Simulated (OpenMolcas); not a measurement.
**Co VIII: Racah parameters, the spin-orbit constant, worked from levels**

```yaml
Program: OpenMolcas 26.06
Basis: ANO-RCC-VTZP [6s5p3d2f1g]
Scalar_Hamiltonian: DKH2, point nucleus
Active_space: 8 electrons in 8 orbitals (RAS1 3p, at most 2 holes; RAS2 3d)
State_averaging: 2S+1 = 3 even, 10 roots; 2S+1 = 1 even, 15 roots
Spin-orbit_coupling: state interaction with AMFI integrals over the reference wave functions, term energies averaged over their components
```

Methods: RASSCF; SS-RASPT2, IPEA 0.25 Eh, imaginary shift 0.1 Eh (closed shells correlated: 3s). Measured levels: Sugar and Corliss, J. Phys. Chem. Ref. Data 10, 1097 (1981).

**Racah parameters.** Above ³F, d2 has ³P at 15B, ¹G at 12B + 2C and ¹D at 5B + 2C. The first two fix B and C, and the third tests them; where it misses by thousands of cm-1, two parameters do not describe the configuration (Trees and configuration-interaction terms are left out) and B and C hang on the terms chosen. Term energies are centres of gravity, weighted by 2J + 1.

| Source | ³P | ¹G | B | C | C/B | ¹D from B, C | ¹D found |
| --- | --- | --- | --- | --- | --- | --- | --- |
| RASSCF | 24287 | 34065 | 1619 | 7318 | 4.52 | 22731 | 19382 |
| SS-RASPT2 | 22358 | 31088 | 1491 | 6601 | 4.43 | 20657 | 18257 |
| measured | 21631 | 30536 | 1442 | 6616 | 4.59 | 20442 | 17800 |

Energies in cm-1. From RASSCF to SS-RASPT2, B changes by -7.9 % and C by -9.8 %. Against the measured terms, SS-RASPT2 has B off by +3.4 % and C by -0.2 %.

**The spin-orbit constant.** For the Hund term ³F of d2, E(J) = (A/2) J(J+1) + constant and ζ = 2S·A = 2A. From J = 2 to J = 4 the energy changes by 7 A.

| Source | E(4) - E(2) | A | ζ |
| --- | --- | --- | --- |
| RASSCF | 3151.2 | 450.2 | 900 |
| SS-RASPT2 | 3153.4 | 450.5 | 901 |
| measured | 3144.0 | 449.1 | 898 |

All in cm-1. SS-RASPT2 is off by +0.3 % and RASSCF by +0.2 %. Both methods take the spin-orbit matrix elements from the reference wave functions, so the second can move ζ only through the term energies and any multistate remixing. Second-order mixing with other terms is absorbed into this ζ.

CASPT2 breaks the degeneracy within a term, and the mean is taken; among the terms shown or strongly mixed into the levels shown the widest spread is 260 cm-1 (3d² ³F, SS-RASPT2). Active for correlation alone: 3p; no level in the range computed is led by a configuration that opens it, so any true level of that kind is missing. Without dynamic correlation excited terms often stand tens of per cent too high (terms of higher spin than the ground term too low), and those without a measured partner can miss by more than the paired ones (holds for RASSCF). Measured partners are found by configuration, term and J. A level has none where our copy of the source lacks it or the pairing is in doubt (some pairs that miss far off the trend of their configuration count as doubtful), and it then counts in no deviation. Only configurations of the active space appear.
